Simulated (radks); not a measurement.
Valence configurations of Hg II (all share [Xe]). All-electron calculation, Dirac Kohn-Sham, PBE, spin-unpolarised, spherical densities, finite nucleus; open shells fill j = l - 1/2 first; Fermi nuclear charge, rms radius 5.4648 fm. Program: a radial shooting solver on a logarithmic mesh with Libxc functionals. Energies are relative to 4f14 5d10 6s1; eigenvalues in eV.

valence                E (eV)  e(4f5/2)  e(4f7/2)  e(5d3/2)  e(5d5/2)  e(6p1/2)
4f14 5d10 6s1           0.000   -106.99   -102.80   -19.991   -18.118         -
4f14 5d9.5 6s1.5        1.865   -108.79   -104.60   -21.277   -19.358         -
4f14 5d10 6s0.5 6p0.5   3.198   -107.70   -103.51   -20.662   -18.779    -8.734
4f14 5d9 6s2            4.062   -110.64   -106.45   -22.590   -20.623         -
4f14 5d10 6p1           6.439   -108.39   -104.20   -21.310   -19.418    -9.086
4f14 5d9 6s1 6p1       10.899   -112.02   -107.83   -23.865   -21.879    -9.829
4f14 5d9 6p2           17.897   -113.33   -109.14   -25.068   -23.064   -10.473
4f14 5d8 6s1 6p2       24.113   -117.14   -112.94   -27.678   -25.580   -11.196
4f13 5d10 6s2          95.268   -122.98   -118.66   -24.144   -22.013         -
4f13 5d10 6s1 6p1      102.22   -124.38   -120.05   -25.449   -23.301    -9.905

NIST lists [Xe] 4f14 5d10 6s1 as the ground configuration; this level of theory agrees among the configurations tried. The energies are those of spherical spin-averaged densities, not of single terms.
